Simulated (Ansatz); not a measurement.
Consider the ligand exchange at the Si–N bond: `CN([SiH3])CO` + `C[O][SnH]([OH])[Cl]` → `C[O][SnH]([Cl])[O][SiH3]` + `CNCO`.

Program: Ansatz. Geometries: PBE0-D4/def2-TZVP. ΔE: electronic, gas phase. CCSD(T)/CBS is the MP2 limit (def2-TZVPP, def2-QZVPP) plus CCSD(T) − MP2 in def2-TZVPP, frozen cores. DFT in def2-TZVPP. B3LYP here is the variant with VWN-RPA as its local correlation; programs differ in this. def2 core potentials past Kr. For Sn outer-core shells are correlated without core-valence functions, which leaves a few kJ/mol of doubt a bond. Each species was taken in one conformer, which may not be the lowest.

```tsv
level	ΔE (kJ/mol)
B3LYP	-58.4
MP2/def2-QZVPP	-57.9
```

What does CCSD(T)/CBS give? (Best estimate.)

Ansatz gave: -60.0 kJ/mol. The listed levels differ from it by 1.6, 2.1 kJ/mol.

Largest T1 diagnostic among the species: 0.013.

In def2-TZVPP, CCSD(T) changes the Hartree–Fock value by +17.8 kJ/mol (the triples alone add +2.6 kJ/mol) and MP2 by +20.1 kJ/mol. From PBE to PBE0 (25 % exact exchange), in def2-TZVPP and without D4, ΔE moves by −5.0 kJ/mol.

CCSD(T)/CBS has its own doubt, a few kJ/mol and more with outer-core shells, so smaller differences from it don't rank the levels.
